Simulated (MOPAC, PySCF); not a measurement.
H$_{2}$BF, SMILES `BF`, neutral singlet in the gas phase. 

Cartesian coordinates (Å):
```xyz
4

B     -0.0530     0.0048     0.0008
F      1.2580    -0.1284     0.0022
H     -0.4997     1.1080    -0.0008
H     -0.7117    -0.9864    -0.0025
```
Charge 0, spin multiplicity 1.

All levels are single points at this geometry (M06-2X/def2-TZVP); Pople sets use spherical d functions. Orbital energies aren't observables, and empty levels follow the basis.

PM7 in MOPAC gives HOMO (eV) = -11.59.

Task: Estimate the HOMO (eV) from each of these levels: M06-2X/def2-TZVP in PySCF; B3LYP/3-21G in PySCF; B3LYP/6-311+G** in PySCF; B3LYP/6-31G* in PySCF; BP86/6-31G* in PySCF; M06-2X/6-31G* in PySCF; PBE/6-31G* in PySCF; HF/3-21G in PySCF.

Result: 
```csv
level,HOMO (eV)
M06-2X/def2-TZVP in PySCF,-10.83
B3LYP/3-21G in PySCF,-8.87
B3LYP/6-311+G** in PySCF,-9.21
B3LYP/6-31G* in PySCF,-8.87
BP86/6-31G* in PySCF,-7.58
M06-2X/6-31G* in PySCF,-10.61
PBE/6-31G* in PySCF,-7.44
HF/3-21G in PySCF,-13.18
```
